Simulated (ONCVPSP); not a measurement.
**Cutoff test, silver (Ag), ONCV**

```json
{
  "Element": "Ag (Z = 47)",
  "Generator": "ONCVPSP 4.0.1",
  "Type": "optimised norm-conserving Vanderbilt (ONCV)",
  "Functional": "LDA (Perdew-Wang 92)",
  "Relativity": "non-relativistic",
  "Frozen core": "[Ar] 3d10",
  "Valence charge": "19",
  "Reference configuration": "4s2 4p6 4d10 (charge +1)",
  "Partial waves": "4s: rc 1.50 bohr, ncon 4, nbas 8, qcut 10.4 1/bohr, 1 projector; 4p: rc 1.55 bohr, ncon 4, nbas 7, qcut 11 1/bohr, 3 projectors, debl 3.9 Ha; 4d: rc 1.95 bohr, ncon 4, nbas 9, qcut 7.4 1/bohr, 2 projectors, debl 1.1 Ha",
  "Local potential": "polynomial inside 1.25 bohr (lpopt 4, dvloc0 4 Ha)",
  "Core correction": "Teter function, fcfact 3.75, rcfact 1.05"
}
```

**Question.** For each optimised wave give the share of its norm inside rc, the residual kinetic energy above qcut (Ha) and the cutoffs (Ha) for errors of 10, 1, 0.1 and 0.01 mHa per electron.

**Answer.**

| wave | norm inside rc | residual KE | 10 mHa | 1 mHa | 0.1 mHa | 0.01 mHa |
| --- | --- | --- | --- | --- | --- | --- |
| 4s | 0.944 | 3.3e-08 | 25.1 | 32.2 | 38.0 | 43.0 |
| 4p | 0.916 | 4.9e-08 | 14.1 | 30.6 | 40.1 | 47.0 |
| p projector 2 | 0.076 | 3.3e-08 | 12.6 | 28.4 | 39.7 | 47.2 |
| p projector 3 | 0.090 | 2.8e-07 | 15.0 | 37.0 | 45.6 | 52.2 |
| 4d | 0.839 | 1.2e-05 | 18.1 | 21.8 | 24.8 | 28.0 |
| d projector 2 | 0.137 | 1.6e-05 | 17.3 | 21.7 | 25.1 | 29.4 |

The occupied waves need 32 Ha and 40 Ha for 1 and 0.1 mHa. 1 of 4 tests not solved or not reliable.
